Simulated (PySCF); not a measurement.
# Silver: a sound run and one with changed settings

Sound run: Ag⁺ [Kr] 4d10, Ag²⁺ [Kr] 4d9. All numbers are calculated (PySCF 2.14, a scalar-relativistic core potential, in aug-cc-pVDZ-PP with ECP28MDF). In the sound run the correlated levels freeze 4s2 4p6 outside the core potential. The sound run starts from symmetry-adapted Hartree-Fock orbitals and uses a fine grid where one is needed.

Changed run: all electrons correlated in a basis built for the valence shell.

```
species  method  sound run (hartree)  changed run (hartree)  converged
    Ag⁺     MP2           -146.11596             -146.28215        yes
   Ag²⁺     MP2           -145.32010             -145.48791        yes
```

Ionisation energy of Ag⁺:

| method | sound run (eV) | changed run (eV) |
| --- | --- | --- |
| UHF | 19.730 | 19.730 |
| MP2 | 21.656 | 21.612 |
| SCS-MP2 | 21.457 | 21.370 |

A valence basis has no tight correlating functions, so it recovers only part of the core correlation, and not evenly between atom and ion.

For comparison, NIST gives 21.484 eV between the lowest levels.
